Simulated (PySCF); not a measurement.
# A small calculation by hand: oscillator strength and radiative lifetime

C3H7BO3, SMILES CB(O)OC(C)=O.

Geometry optimised at PBE-D3(BJ)/def2-SVP. The values are those of a single conformer.

TDA-B3LYP/def2-SVPD in PySCF 2.14.0 puts the first singlet state with f over 0.02 at 7.73 eV (vertical), with the transition dipole (0.343, -0.700, -0.431) in atomic units.

Question: Find the oscillator strength, the wavelength and the radiative lifetime that this transition would have in vacuum if emission retraced absorption.

Answer: 
|μ|² = 0.7934 au, so |μ| = 2.26 D. ΔE = 7.73/27.211 = 0.2841 hartree. f = (2/3) ΔE |μ|² = 0.150 (the program prints 0.150).
λ = 1239.84/7.73 = 160 nm; ν = 62347 cm⁻¹.
Einstein's coefficient A = 0.6670 ν² f s⁻¹ (ν in cm⁻¹) = 3.9e8 s⁻¹, so τ = 1/A = 2.6 ns. This state is S4; the lower singlets have f = 0.001, 0.020, 0.003. The figure is the radiative limit of this one transition; relaxation, internal conversion, crossing to triplets and a medium change what is measured.
